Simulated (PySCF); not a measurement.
**Nuclear quadrupole coupling in `CO[C@H]1C=C(F)[SiH2]O1`**

Species: C₄H₇FO₂Si.
Z-matrix (Å and degrees, GFN2-xTB geometry), rows numbered from 1:
```
C 
O   1  1.4137
C   2  1.3881  1  114.11
C   3  1.5013  2  108.47  1   175.55
C   4  1.3256  3  113.60  2   116.43
F   5  1.3438  4  122.77  3  -179.30
Si  5  1.8927  4  109.52  3     0.97
O   3  1.4083  2  111.36  1   -63.73
H   1  1.0931  2  110.95  3    60.59
H   1  1.0961  2  110.73  3   -60.79
H   1  1.0874  2  105.97  3  -179.98
H   3  1.1079  2  109.99  1    53.74
H   4  1.0757  3  118.90  2   -61.17
H   7  1.4573  5  113.23  4  -111.44
H   7  1.4559  5  114.52  4   112.39
```

Field gradients from the PBE0/pcSseg-1 density (PySCF, non-relativistic), principal values in atomic units, ordered |Vxx| ≤ |Vyy| ≤ |Vzz|:

```json
{"atom": "O2", "Vxx": "-0.0813", "Vyy": "-1.8924", "Vzz": "1.9737"}
{"atom": "O8", "Vxx": "-0.5029", "Vyy": "-1.1567", "Vzz": "1.6597"}
```

**Question.** Find the asymmetry η = (Vxx − Vyy)/Vzz and the couplings χ = eQV/h (234.96 MHz × Q in barn × V in au), with Q(17O) = −0.0256 b.

**Answer.** 
```tsv
atom	environment	nucleus	η	χzz (MHz)	χxx (MHz)	χyy (MHz)
O2	ether oxygen	17O	0.92	-11.87	0.49	11.38
O8	silyl ether oxygen	17O	0.39	-9.98	3.03	6.96
```

At O2 η is above 0.9: Vyy and Vzz are nearly equal in size and opposite in sign, so a small change could swap them and flip the sign of χzz. The tensor is traceless: Vxx + Vyy + Vzz = 0.

**Question.** What is Vzz at O2 in SI units (1 au = 9.71736 × 10²¹ V/m²)?

**Answer.** 1.9737 au = 19.180 × 10²¹ V/m².

**Question.** And the gradient at the other heavy atoms, for which no coupling is worked out here?

**Answer.** 
```csv
atom,environment,Vzz (au),η
C1,methoxy carbon,0.410,0.10
C3,sp3 carbon bearing two oxygens,-0.359,0.81
C4,alkene CH carbon,0.235,0.56
C5,vinylic C–F carbon,-0.508,0.52
F6,vinyl fluorine,2.966,0.18
Si7,oxygen-bound silicon,0.637,0.32
```

**Question.** What couplings would deuterons (Q(2H) = 0.00286 b) have in place of the hydrogens, at this geometry?

**Answer.** 
| atom | bonded to | bond length (Å) | Vzz (au) | η | χzz (kHz) |
| --- | --- | --- | --- | --- | --- |
| H9 | C1 | 1.093 | 0.2938 | 0.07 | 197 |
| H10 | C1 | 1.096 | 0.2916 | 0.09 | 196 |
| H11 | C1 | 1.087 | 0.3081 | 0.07 | 207 |
| H12 | C3 | 1.108 | 0.2631 | 0.02 | 177 |
| H13 | C4 | 1.076 | 0.3382 | 0.05 | 227 |
| H14 | Si7 | 1.457 | 0.1621 | 0.02 | 109 |
| H15 | Si7 | 1.456 | 0.1637 | 0.02 | 110 |

One conformer (not necessarily the lowest) at the GFN2-xTB geometry, without solvent, vibrations or thermal averaging. GFN2-xTB bond lengths can be off by several hundredths of an ångström, more for odd bonds, and the gradients follow them. These gradients aren't converged with respect to the basis.
